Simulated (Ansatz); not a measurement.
Calculated with Ansatz (gas phase, PBE0-D4/def2-TZVP geometries, no zero-point term in ΔE). CCSD(T)/CBS adds triple-zeta CCSD(T) − MP2 to the extrapolated MP2 energy (def2 sets, frozen cores). This one scheme is used for every species. Functionals use def2-TZVPP. B3LYP here is the variant with VWN-RPA as its local correlation; programs differ in this. Each species was taken in one conformer, which may not be the lowest.

Consider the hydrogenolysis of a C–B bond: `BC/C(C)=C\F` + H₂ → `CC(C)=CF` + BH₃.

`BC/C(C)=C\F`:

Cartesian coordinates in Å:
```
B 0.426 -1.470 -0.527
C -0.482 -1.052 0.678
C -0.041 0.326 0.277
C -0.959 1.172 -0.547
C 1.192 0.769 0.552
F 2.029 0.123 1.359
H 0.010 -1.392 -1.646
H 1.542 -1.841 -0.326
H -0.133 -1.348 1.664
H -1.559 -1.161 0.573
H -1.384 0.592 -1.368
H -1.789 1.527 0.072
H -0.449 2.041 -0.967
H 1.596 1.714 0.205
```

H₂:

```xyz
2

H     0.136   -0.110   -0.330
H    -0.136    0.110    0.330
```

`CC(C)=CF`:

```xyz
12

C    -1.323    0.443   -0.138
C     0.075   -0.079   -0.142
C     0.876    0.071    1.110
C     0.618   -0.660   -1.200
F    -0.047   -0.827   -2.356
H    -1.820    0.286   -1.094
H    -1.331    1.515    0.086
H    -1.912   -0.047    0.644
H     0.969    1.126    1.388
H     1.881   -0.341    1.005
H     0.386   -0.436    1.948
H     1.627   -1.053   -1.249
```

BH₃:

```xyz
4

B     0.000    0.000    0.000
H     0.091    1.141    0.338
H    -0.138   -0.271   -1.154
H     0.047   -0.870    0.816
```

| level | ΔE (kcal/mol) | difference from CCSD(T)/CBS |
| --- | --- | --- |
| r2SCAN-D4 | 0.7 | 3.2 |
| PBE0-D4 | -0.5 | 2.0 |
| B3LYP-D4 | -3.6 | -1.1 |
| ωB97X-V | -3.3 | -0.8 |
| ωB97M-V | -1.8 | 0.7 |
| B2PLYP | -4.4 | -1.9 |
| PBE | 0.2 | 2.7 |
| r2SCAN | 0.2 | 2.7 |
| PBE0 | -1.9 | 0.6 |
| B3LYP | -6.2 | -3.7 |
| HF/def2-TZVPP | -15.2 | -12.7 |
| SCS-MP2/def2-TZVPP | -3.7 | -1.2 |
| CCSD/def2-TZVPP | -5.3 | -2.8 |
| CCSD(T)/def2-TZVPP | -2.8 | -0.3 |
| HF/def2-QZVPP | -15.2 | -12.7 |
| MP2/CBS(def2) | 0.2 | 2.7 |
| CCSD(T)/CBS | -2.5 | 0 |

Largest T1 diagnostic among the species: 0.011.

The D4 term adds +2.6 kcal/mol with B3LYP and +1.4 kcal/mol with PBE0; it sums over pairs of atoms, weighted by their polarisabilities, and B3LYP, whose exchange is more repulsive, gets the larger term. From PBE to PBE0 (25 % exact exchange), in def2-TZVPP and without D4, ΔE moves by −2.1 kcal/mol. In def2-TZVPP, CCSD(T) changes the Hartree–Fock value by +12.4 kcal/mol (the triples alone add +2.4 kcal/mol) and MP2 by +15.1 kcal/mol.
